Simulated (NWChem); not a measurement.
# Cu2 in NWChem

SMILES: [Cu][Cu]
```xyz
2

Cu     0.0000     0.0000     1.0765
Cu     0.0000     0.0000    -1.0765
```
Charge 0, spin multiplicity 1.

The numbers come from NWChem runs, not from measurements. All single points use one geometry, from PBE/def2-SVP, a minimum by its harmonic frequencies.

Symmetry labels belong to the abelian group D2h used in the runs, with the axes of the coordinates shown; states degenerate in a higher group split over its labels.

The structure started from a generated list of species.

**Question.** List the lowest 3 singlet excitations that TD-PBE/def2-SVPD gives, with oscillator strengths.

**Answer.** 
```
state  symmetry  energy (eV)  wavelength (nm)      f
-----  --------  -----------  ---------------  -----
1           b2u         1.48              838  0.003
2           b3u         1.48              838  0.003
3            ag         1.54              807  0.000
```
